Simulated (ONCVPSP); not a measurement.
**Cutoff test, antimony, ONCV**

ONCVPSP 4.0.1 input, shortened (lines: element, Z, core and valence counts, functional; n l f; lmax; l rc ep ncon nbas qcut; lloc lpopt rc5 dvloc0; l nproj debl; icmod fcfact rcfact), PBEsol, fully relativistic:

```
  Sb 51.00    6    5  -116133      upf
    1    0    2.00
    2    0    2.00
    2    1    6.00
    3    0    2.00
    3    1    6.00
    3    2   10.00
    4    0    2.00
    4    1    6.00
    4    2   10.00
    5    0    2.00
    5    1    3.00
    3
    0    1.40    0.00    3    6   11.00
    1    1.20    0.00    3    8    9.00
    2    1.45    0.00    3    7   10.20
    3    1.50    0.40    4    8    7.70
    4    5    0.85    1.00
    0    2    1.50
    1    2    0.90
    2    3    1.20
    3    2    4.00
    1    0.15    0.00
```

Open shells are filled in proportion to 2j + 1.

In the d channel the program set the typed energies aside and used -1.210, 0.250, 1.450 Ha (j = l + 1/2; the other j can differ).

Problem. For each optimised wave give the share of its norm inside rc, the residual kinetic energy above qcut (Ha) and the cutoffs (Ha) for errors of 10, 1, 0.1 and 0.01 mHa per electron.

Solution.

```json
{"wave": "4s", "norm inside rc": "0.976", "residual KE": "2.3e-07", "10 mHa": "26.3", "1 mHa": "34.0", "0.1 mHa": "40.1", "0.01 mHa": "44.8"}
{"wave": "5s", "norm inside rc": "0.115", "residual KE": "1.5e-08", "10 mHa": "24.3", "1 mHa": "34.3", "0.1 mHa": "42.1", "0.01 mHa": "48.3"}
{"wave": "4p j=3/2", "norm inside rc": "0.870", "residual KE": "2.8e-05", "10 mHa": "19.2", "1 mHa": "23.4", "0.1 mHa": "27.9", "0.01 mHa": "137.2"}
{"wave": "5p j=3/2", "norm inside rc": "0.033", "residual KE": "1.4e-05", "10 mHa": "15.3", "1 mHa": "20.0", "0.1 mHa": "25.0", "0.01 mHa": "43.3"}
{"wave": "4p j=1/2", "norm inside rc": "0.892", "residual KE": "1.4e-05", "10 mHa": "21.2", "1 mHa": "26.0", "0.1 mHa": "29.9", "0.01 mHa": "74.3"}
{"wave": "5p j=1/2", "norm inside rc": "0.036", "residual KE": "1.2e-05", "10 mHa": "16.6", "1 mHa": "21.9", "0.1 mHa": "26.5", "0.01 mHa": "42.7"}
{"wave": "4d j=5/2", "norm inside rc": "0.847", "residual KE": "1.6e-06", "10 mHa": "32.0", "1 mHa": "38.8", "0.1 mHa": "44.2", "0.01 mHa": "48.3"}
{"wave": "d projector 2 j=5/2", "norm inside rc": "0.034", "residual KE": "3.2e-07", "10 mHa": "23.8", "1 mHa": "32.7", "0.1 mHa": "39.9", "0.01 mHa": "45.4"}
{"wave": "d projector 3 j=5/2", "norm inside rc": "0.055", "residual KE": "1.5e-06", "10 mHa": "27.9", "1 mHa": "36.5", "0.1 mHa": "43.0", "0.01 mHa": "48.2"}
{"wave": "4d j=3/2", "norm inside rc": "0.855", "residual KE": "1.8e-06", "10 mHa": "32.3", "1 mHa": "39.1", "0.1 mHa": "44.4", "0.01 mHa": "48.5"}
{"wave": "d projector 2 j=3/2", "norm inside rc": "0.033", "residual KE": "3.6e-07", "10 mHa": "24.1", "1 mHa": "33.0", "0.1 mHa": "40.2", "0.01 mHa": "45.6"}
{"wave": "d projector 3 j=3/2", "norm inside rc": "0.055", "residual KE": "1.7e-06", "10 mHa": "28.2", "1 mHa": "36.8", "0.1 mHa": "43.3", "0.01 mHa": "48.4"}
{"wave": "f projector 1 j=7/2", "norm inside rc": "0.015", "residual KE": "1.5e-04", "10 mHa": "13.7", "1 mHa": "23.4", "0.1 mHa": "31.9", "0.01 mHa": "108.9"}
{"wave": "f projector 2 j=7/2", "norm inside rc": "0.150", "residual KE": "1.1e-01", "10 mHa": "65.6", "1 mHa": "143.1", "0.1 mHa": "159.7", "0.01 mHa": "202.0"}
{"wave": "f projector 1 j=5/2", "norm inside rc": "0.015", "residual KE": "1.6e-04", "10 mHa": "13.7", "1 mHa": "23.4", "0.1 mHa": "32.0", "0.01 mHa": "109.1"}
{"wave": "f projector 2 j=5/2", "norm inside rc": "0.150", "residual KE": "1.2e-01", "10 mHa": "66.1", "1 mHa": "143.2", "0.1 mHa": "159.8", "0.01 mHa": "202.5"}
```

The occupied waves need 39 Ha and 44 Ha for 1 and 0.1 mHa. The cutoffs count occupied waves only; projector 2 of the f channel, the hardest unoccupied one, needs 143 Ha at the loose tolerance.
